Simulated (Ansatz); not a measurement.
A run on `C[NH][Hf]([F])([F])[F]` with other settings.

```yaml
crystal:
  periodic: [false, false, false]
  atoms:
    - {symbol: C, position_ang: [0.368897, -1.190695, 0.890616]}
    - {symbol: N, position_ang: [0.631771, -0.269699, -0.200695]}
    - {symbol: Hf, position_ang: [-0.560759, 1.236060, -0.794322]}
    - {symbol: F, position_ang: [-2.266710, 0.504281, -1.256607]}
    - {symbol: F, position_ang: [0.298566, 2.097348, -2.263866]}
    - {symbol: F, position_ang: [-0.835904, 2.405381, 0.694472]}
    - {symbol: H, position_ang: [1.133114, -1.131164, 1.672921]}
    - {symbol: H, position_ang: [0.305837, -2.228842, 0.547323]}
    - {symbol: H, position_ang: [-0.589117, -0.954454, 1.364315]}
    - {symbol: H, position_ang: [1.514316, -0.468226, -0.654156]}
basis:
  gaussian: {orbitals: def2-TZVP, final_grid: {core_spheres: 20, valence_spheres: 16, degree: 47}}
hamiltonian: {xc: {name: wB97M-V}}
output: {forces: true}
```

```sh
$ ansatz run in.yaml --threads 4 --pin off --events-out ev --progress --plain --max-ram 11315MiB
```

It prints (some lines left out):

```
Functional definition: wB97M-V
1337 factors; their error is unknown
314 factors; integrals over basis functions are off by at most 9.0e-6 eV
mean field evaluation 1: about -12046.2261 eV, gradient 8.0e1 eV
mean field evaluation 2: about -12039.2380 eV, gradient 1.1e2 eV
mean field evaluation 4: about -12057.1175 eV, gradient 2.8e0 eV
mean field evaluation 8: about -12057.1390 eV, gradient 8.6e-2 eV
mean field evaluation 16: about -12057.1545 eV, gradient 1.8e-4 eV
mean field -12057.15450216 eV, -443.0922553217 hartree, gradient 3.4e-5 eV, S^2 0.000000; 0 other end points of the search recorded, 0 dependent functions left out
reference -12057.15456426 eV, -443.0922576038 hartree; 28, 28 occupied and 191, 191 virtual orbitals, 1337 factors
Total energy: -12057.15456426 eV, -443.0922576038 hartree
Atom 0 at     0.368897    -1.190695     0.890616 Å, force    -0.029402    -0.230382     0.245749 eV/Å
Atom 1 at     0.631771    -0.269699    -0.200695 Å, force     0.144117     0.078337    -0.182036 eV/Å
Atom 2 at    -0.560759     1.236060    -0.794322 Å, force     0.001586    -0.027404     0.027568 eV/Å
Atom 3 at    -2.266710     0.504281    -1.256607 Å, force    -0.152749    -0.052284    -0.044500 eV/Å
Atom 4 at     0.298566     2.097348    -2.263866 Å, force     0.076103     0.079659    -0.133440 eV/Å
Atom 5 at    -0.835904     2.405381     0.694472 Å, force    -0.030763     0.110216     0.121378 eV/Å
Atom 6 at     1.133114    -1.131164     1.672921 Å, force    -0.055937    -0.005405    -0.052166 eV/Å
Atom 7 at     0.305837    -2.228842     0.547323 Å, force     0.002589     0.071517     0.026935 eV/Å
Atom 8 at    -0.589117    -0.954454     1.364315 Å, force     0.041537    -0.006715    -0.023773 eV/Å
Atom 9 at     1.514316    -0.468226    -0.654156 Å, force     0.002919    -0.017539     0.014285 eV/Å
Dipole moment:     0.355899    -0.382410     0.111785 e Å
```

Run time 9.5 s (4 threads of an Arm Neoverse V2 on a shared host); peak host memory 0.73 GiB.
